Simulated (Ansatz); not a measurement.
Two structures, one formula

The two ends of one reaction step of BSiH4ClF2, singlet (PBE0-D4/def2-TZVP).

A:

```
9
angstrom
B -2.1276 0.0933 -0.1040
Cl 0.6694 1.4430 -0.5693
F -1.5075 -0.8696 0.5501
F -2.3687 -0.0930 -1.3816
Si 1.7719 -0.1500 0.1441
H -2.5044 1.0710 0.4603
H 3.2018 0.1786 -0.0534
H 1.4664 -0.3183 1.5812
H 1.3985 -1.3549 -0.6273
```

B:

```tsv
atom	x (Å)	y (Å)	z (Å)
B1	-1.6805	0.0227	-1.2324
Cl2	-0.3897	0.0595	-2.4021
F3	-2.0358	-1.1079	-0.6736
F4	-2.3237	1.1203	-0.9199
Si5	1.2927	-0.0223	1.0448
H6	-0.0635	0.5809	0.9452
H7	2.2451	0.7930	0.2520
H8	1.7053	-0.0387	2.4703
H9	1.2502	-1.4075	0.5157
```

Computed with Ansatz 0.2.0 (basis: def2-TZVPP); correlated methods freeze the cores. B3LYP uses VWN-RPA correlation.

Problem. Which structure is lower at CCSD(T), and by how much? (An estimate is asked for; the value comes from the calculation.)

Solution. The calculation gives: A, by 0.209 eV (electronic energy, against the other). By their contacts, A is a complex of SiH₃Cl ([SiH3][Cl]) + BHF₂ ([F][BH][F]) and B is a complex of BClF₂ ([F][B]([F])[Cl]) + SiH₄.

All methods give the same order:

```json
{"method": "SPW92", "E(B) − E(A) (eV)": "0.105"}
{"method": "PBE-D4", "E(B) − E(A) (eV)": "0.167"}
{"method": "BLYP-D4", "E(B) − E(A) (eV)": "0.214"}
{"method": "r2SCAN-D4", "E(B) − E(A) (eV)": "0.187"}
{"method": "B97M-V", "E(B) − E(A) (eV)": "0.132"}
{"method": "PBE0-D4", "E(B) − E(A) (eV)": "0.197"}
{"method": "B3LYP-D4", "E(B) − E(A) (eV)": "0.235"}
{"method": "r2SCAN0-D4", "E(B) − E(A) (eV)": "0.211"}
{"method": "BHLYP-D4", "E(B) − E(A) (eV)": "0.277"}
{"method": "CAM-B3LYP-D4", "E(B) − E(A) (eV)": "0.233"}
{"method": "wB97X-V", "E(B) − E(A) (eV)": "0.232"}
{"method": "wB97M-V", "E(B) − E(A) (eV)": "0.230"}
{"method": "B2PLYP", "E(B) − E(A) (eV)": "0.243"}
{"method": "PBE-QIDH", "E(B) − E(A) (eV)": "0.228"}
{"method": "RPA on PBE", "E(B) − E(A) (eV)": "0.198"}
{"method": "HF", "E(B) − E(A) (eV)": "0.306"}
{"method": "MP2", "E(B) − E(A) (eV)": "0.248"}
{"method": "CCSD", "E(B) − E(A) (eV)": "0.224"}
{"method": "CCSD(T)", "E(B) − E(A) (eV)": "0.209"}
```

No T1 diagnostic of these runs exceeds 0.012.

Labels in which every atom is bracketed show which atoms are joined, not bond orders.

For scale, one of the runs: CCSD(T)/def2-TZVPP, 233 basis functions, launched by `ansatz run in.yaml --threads 4 --pin off --events-out ev --progress --plain --max-ram 9574MiB`. Hardware: 4 CPU threads of an Intel Xeon, shared host. Wall time 2.2 min; peak host memory 4.1 GiB.
